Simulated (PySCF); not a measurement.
A structure optimised at PBE-D3(BJ)/def2-TZVP, used in a PySCF frequency run:

```xyz
3

Al     0.0000     0.0000     0.4795
F      0.0000    -1.4477    -0.3463
F      0.0000     1.4477    -0.3463
```
Charge 0, spin multiplicity 2.

Problem. Write its SMILES, formula and point group.

Solution. [F][Al][F], AlF₂, C2v

Problem. What are its rotational constants (standard atomic weights)?

Solution. 46.978, 6.3466, 5.5912 GHz
